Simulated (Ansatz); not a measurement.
`Cl[SiH2][NH][GeH2][Cl]` + `[BH2][GeH2][Cl]` → `[Cl][GeH2][GeH2][Cl]` + `BN[SiH2]Cl`  (redistribution)

Calculated with Ansatz (gas phase, PBE0-D4/def2-TZVP geometries, no zero-point term in ΔE). CBS: MP2 limit from def2 TZ/QZ plus the TZ coupled-cluster correction, frozen cores. DFT in def2-TZVPP. B3LYP here is the variant with VWN-RPA as its local correlation; programs differ in this. For Ge outer-core shells are correlated without core-valence functions, which leaves a few kJ/mol of doubt a bond. Scalar relativity is left out up to krypton. Each species was taken in one conformer, which may not be the lowest.

`Cl[SiH2][NH][GeH2][Cl]`:

Z-matrix (Å, degrees):
```
Si
N 1 1.707
Cl 1 2.063 2 112.7
H 1 1.478 2 107.8 3 -117.6
H 1 1.479 2 110.7 3 118.3
Ge 2 1.824 1 126.8 3 98.0
H 2 1.010 1 118.0 3 -80.4
Cl 6 2.160 2 109.4 1 100.5
H 6 1.530 2 110.1 1 -143.4
H 6 1.529 2 108.3 1 -16.1
```

`[BH2][GeH2][Cl]`:

Cartesian coordinates in Å:
```
B -0.743 0.469 0.939
Ge 0.344 -0.387 -0.578
Cl 2.160 0.734 -0.962
H -1.775 -0.037 1.263
H -0.367 1.452 1.498
H 0.801 -1.819 -0.246
H -0.419 -0.413 -1.914
```

`[Cl][GeH2][GeH2][Cl]`:

Cartesian coordinates in Å:
```
Cl -1.258 2.190 -0.854
Ge 0.505 1.071 -0.311
Ge -0.266 -1.074 0.524
Cl -1.032 -2.158 -1.177
H 1.241 1.895 0.757
H 1.357 0.925 -1.579
H -1.420 -0.924 1.524
H 0.871 -1.924 1.116
```

`BN[SiH2]Cl`:

Z-matrix (Å, degrees):
```
Si
N 1 1.730
Cl 1 2.055 2 111.1
H 1 1.480 2 110.0 3 117.1
H 1 1.475 2 108.1 3 -119.1
B 2 1.403 1 125.7 3 106.7
H 2 1.011 1 117.1 3 -71.9
H 6 1.197 2 118.7 1 0.6
H 6 1.196 2 119.6 1 -179.7
```

Is it downhill or uphill in electronic energy at CCSD(T)/CBS, and by how much? (Best estimate.)

The calculation gave: Downhill: ΔE = -1.49 eV.

What do these levels give: r2SCAN-D4, B3LYP-D4, ωB97X-V, ωB97M-V, B2PLYP, PBE, MP2/def2-TZVPP, SCS-MP2/def2-TZVPP, MP2/def2-QZVPP, SCS-MP2/def2-QZVPP, HF/CBS(def2), MP2/CBS(def2)? (Best estimate.)

The calculation gave: r2SCAN-D4 -1.59, B3LYP-D4 -1.61, ωB97X-V -1.50, ωB97M-V -1.58, B2PLYP -1.57, PBE -1.66, MP2/def2-TZVPP -1.51, SCS-MP2/def2-TZVPP -1.47, MP2/def2-QZVPP -1.51, SCS-MP2/def2-QZVPP -1.47, HF/CBS(def2) -1.42, MP2/CBS(def2) -1.51 eV.

Largest T1 diagnostic among the species: 0.011.

From PBE to PBE0 (25 % exact exchange), in def2-TZVPP and without D4, ΔE moves by +0.05 eV. In def2-TZVPP, CCSD(T) changes the Hartree–Fock value by −0.08 eV (the triples alone add −0.02 eV) and MP2 by −0.10 eV.
